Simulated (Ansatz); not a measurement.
`[F][Ge]([F])([SH])[SH]` and `[F][Ge]([F])([F])[SH]` differ in one atom or group.

Ansatz, PBE0-D4/def2-TZVP geometries, multiplicity 1. Each molecule was computed in one conformer, which needn't be the lowest.

Scalar relativity is left out up to krypton.

| property | `[F][Ge]([F])([SH])[SH]` |
| --- | --- |
| LUMO energy (B3LYP/def2-TZVPP) / eV | -1.60 |
| size of the dipole moment (PBE/def2-TZVPP) / D | 2.23 |
| HOMO–LUMO gap (PBE0/def2-TZVPP) / eV | 7.15 |
| HOMO–LUMO gap (ωB97M-V/def2-TZVPP) / eV | 11.41 |
| LUMO energy (ωB97M-V/def2-TZVPP) / eV | 0.76 |
| zero-point energy (PBE0-D4/def2-TZVP) / kJ/mol | 62.8 |

(1) Give the same properties after the change, and the shifts. (Estimate.)

## Answers

(1) The calculation gave: 
```csv
property,`[F][Ge]([F])([F])[SH]`,shift
LUMO energy (B3LYP/def2-TZVPP) / eV,-1.78,-0.18
size of the dipole moment (PBE/def2-TZVPP) / D,2.42,0.19
HOMO–LUMO gap (PBE0/def2-TZVPP) / eV,7.48,0.33
HOMO–LUMO gap (ωB97M-V/def2-TZVPP) / eV,11.81,0.40
LUMO energy (ωB97M-V/def2-TZVPP) / eV,0.68,-0.08
zero-point energy (PBE0-D4/def2-TZVP) / kJ/mol,43.9,-18.9
```

With PBE0 the HOMO falls by 0.46 eV and the LUMO falls by 0.13 eV, so the gap widens by about 0.33 eV. PBE moves the HOMO by -0.41 eV and ωB97M-V by -0.48 eV. The zero-point energy changes by -18.9 kJ/mol with -3 modes. Dipoles are sizes alone; their direction can turn.

B3LYP here is the variant with VWN-RPA as its local correlation; programs differ in this.
